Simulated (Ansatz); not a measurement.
Geometry optimisation, Ansatz, RKS PBE0-D4/def2-SVP.

The input (input.yaml):

```yaml
crystal:
  periodic: [false, false, false]
  atoms:
    - { symbol: Ga, position_ang: [-0.111307, -1.725558, -0.580897] }
    - { symbol: F, position_ang: [2.096602, -0.267751, 0.997662] }
    - { symbol: H, position_ang: [0.961946, -2.046002, -1.664125] }
    - { symbol: H, position_ang: [-0.52919, -2.547894, 0.675719] }
    - { symbol: H, position_ang: [-0.155734, 1.616866, 0.248358] }
    - { symbol: "N", position_ang: [-1.129001, -0.151437, -0.87906] }
    - { symbol: H, position_ang: [1.896254, 0.620525, 0.939795] }
    - { symbol: O, position_ang: [0.313977, 2.224229, 0.841245] }
    - { symbol: H, position_ang: [-1.155882, 0.238732, -1.817858] }
    - { symbol: H, position_ang: [-2.042678, -0.065502, -0.44197] }
    - { symbol: H, position_ang: [-0.144986, 2.103792, 1.681231] }
basis:
  gaussian: { orbitals: def2-SVP }
hamiltonian:
  xc: pbe0
  dispersion: d4
relax:
  f_tol: 0.03
  max_steps: 50
output:
  orbitals: {}
```

Run as:

```bash
$ ansatz run input.yaml --threads 2 --pin off --max-ram 3072MiB --backend cpu --events-out ev --progress --plain --runs-dir out
```

**Question.** Where does it end, and by what steps?

**Answer.** The forces met the threshold. The force dipped under the threshold on the way, but the program's further checks kept it going. After 20 steps the energy has fallen by 1.943 eV; H7 moved furthest, 0.93 Å. Parted: F2–H7, H5–O8. Joined: Ga1–F2, H5–N6, H7–O8.

```json
{"step": "0", "energy less start (eV)": "0.0000", "largest force component (eV/Å)": "1.293", "accepted": "yes"}
{"step": "1", "energy less start (eV)": "-0.2224", "largest force component (eV/Å)": "0.903", "accepted": "yes"}
{"step": "2", "energy less start (eV)": "-0.4682", "largest force component (eV/Å)": "0.462", "accepted": "yes"}
{"step": "3", "energy less start (eV)": "-0.7409", "largest force component (eV/Å)": "0.574", "accepted": "yes"}
{"step": "4", "energy less start (eV)": "-0.9507", "largest force component (eV/Å)": "0.787", "accepted": "yes"}
{"step": "5", "energy less start (eV)": "-1.0326", "largest force component (eV/Å)": "1.169", "accepted": "yes"}
{"step": "6", "energy less start (eV)": "-1.0981", "largest force component (eV/Å)": "0.726", "accepted": "yes"}
{"step": "7", "energy less start (eV)": "-1.1869", "largest force component (eV/Å)": "0.858", "accepted": "yes"}
{"step": "8", "energy less start (eV)": "-1.2544", "largest force component (eV/Å)": "4.558", "accepted": "yes"}
{"step": "9", "energy less start (eV)": "-1.7368", "largest force component (eV/Å)": "1.410", "accepted": "yes"}
{"step": "10", "energy less start (eV)": "-1.8833", "largest force component (eV/Å)": "0.732", "accepted": "yes"}
{"step": "11", "energy less start (eV)": "-1.9161", "largest force component (eV/Å)": "0.584", "accepted": "yes"}
{"step": "12", "energy less start (eV)": "-1.9322", "largest force component (eV/Å)": "0.137", "accepted": "yes"}
{"step": "13", "energy less start (eV)": "-1.9357", "largest force component (eV/Å)": "0.085", "accepted": "yes"}
{"step": "14", "energy less start (eV)": "-1.9401", "largest force component (eV/Å)": "0.025", "accepted": "yes"}
{"step": "15", "energy less start (eV)": "-1.9407", "largest force component (eV/Å)": "0.099", "accepted": "yes"}
{"step": "16", "energy less start (eV)": "-1.9414", "largest force component (eV/Å)": "0.069", "accepted": "yes"}
{"step": "17", "energy less start (eV)": "-1.9422", "largest force component (eV/Å)": "0.067", "accepted": "yes"}
{"step": "18", "energy less start (eV)": "-1.9427", "largest force component (eV/Å)": "0.056", "accepted": "yes"}
{"step": "19", "energy less start (eV)": "-1.9432", "largest force component (eV/Å)": "0.043", "accepted": "yes"}
{"step": "20", "energy less start (eV)": "-1.9434", "largest force component (eV/Å)": "0.030", "accepted": "yes"}
```

```xyz
11
Properties=species:S:1:pos:R:3
Ga 0.346 -1.461 -0.242
F 1.692 -0.367 0.349
H 0.741 -2.141 -1.600
H -0.396 -2.113 0.982
H -0.603 0.904 -0.121
N -0.899 0.128 -0.758
H 1.112 1.104 0.829
O 0.426 1.799 0.974
H -0.777 0.442 -1.721
H -1.891 -0.059 -0.615
H 0.250 1.763 1.921
```

Whether the end is a true minimum wasn't checked by a vibrational analysis.

The run took 3 min on 2 threads of AMD EPYC (Zen 3), with other jobs on the host, peak memory 0.26 GiB.
